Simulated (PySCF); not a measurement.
PySCF input for CdS, SMILES [S]=[Cd], C-PCM-B3LYP/def2-TZVPD. The structure is a stationary point at r2SCAN-D4/def2-TZVPD. The def2 effective core potentials stand for the cores of Cd; spin–orbit coupling is left out.

```python
import numpy as np
from pyscf import gto, scf, dft
from pyscf.solvent import pcm

mol = gto.M(
    atom='''
    Cd    0.00000000    0.00000000   -0.55748256
    S     0.00000000    0.00000000    1.67244767
    ''',
    basis='def2-TZVPD',
    ecp={'Cd': 'def2-tzvp'},
    charge=0,
    spin=0,
    max_memory=1600,
    verbose=3,
)
mf = dft.RKS(mol, xc='b3lyp').density_fit(auxbasis='def2-universal-jkfit')
mf.grids.level = 3
mf.conv_tol = 1e-9
mf.max_cycle = 100
mf.kernel()
res = {}
for name, eps in {'water': 78.355, 'benzene': 2.2706, 'n-hexane': 1.8819}.items():
    s = mf.PCM()
    s.with_solvent.method, s.with_solvent.eps, s.with_solvent.lebedev_order = 'C-PCM', eps, 29
    s.kernel(mf.make_rdm1())
    res[name] = (s.e_tot, eps, s.dip_moment(), s.mo_energy, s.converged)
    print(f'{name}: electrostatic solvation free energy {(s.e_tot - mf.e_tot) * 627.509474:.3f} kcal/mol')
```

Log of the run:

```
converged SCF energy = -566.008855873759

WARN: PCM is an experimental feature. It is still in testing.
Features and APIs may be changed in the future.

converged SCF energy = -566.055884639802
Dipole moment(X, Y, Z, Debye):  0.00000, -0.00000, -11.63201
water: electrostatic solvation free energy -29.511 kcal/mol

WARN: PCM is an experimental feature. It is still in testing.
Features and APIs may be changed in the future.

converged SCF energy = -566.02910461821
Dipole moment(X, Y, Z, Debye):  0.00000,  0.00000, -8.29853
benzene: electrostatic solvation free energy -12.706 kcal/mol

WARN: PCM is an experimental feature. It is still in testing.
Features and APIs may be changed in the future.

converged SCF energy = -566.024976848567
Dipole moment(X, Y, Z, Debye):  0.00000,  0.00000, -7.76665
n-hexane: electrostatic solvation free energy -10.116 kcal/mol
```

The calculation finished and met its thresholds.

Cost: around 24 core-seconds (rough).
